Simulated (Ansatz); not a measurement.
A run for Ansatz (a first-principles code): R-BLYP/def2-TZVPP on PH3 (SMILES P).

Ansatz 0.2 input:
```yaml
crystal:
  periodic: [false, false, false]
  atoms:
    - {symbol: P, position_ang: [0.00001775, -0.00000000, 0.57702414]}
    - {symbol: H, position_ang: [1.19209032, 0.00000000, -0.19230015]}
    - {symbol: H, position_ang: [-0.59600403, 1.03236331, -0.19231199]}
    - {symbol: H, position_ang: [-0.59600403, -1.03236331, -0.19231199]}
basis:
  gaussian:
    orbitals: def2-TZVPP
hamiltonian:
  xc: {name: BLYP}
scf: {lower_state_search: off}
```

**Question.** Predict the final total energy.

**Answer.** -343.1437 hartree.
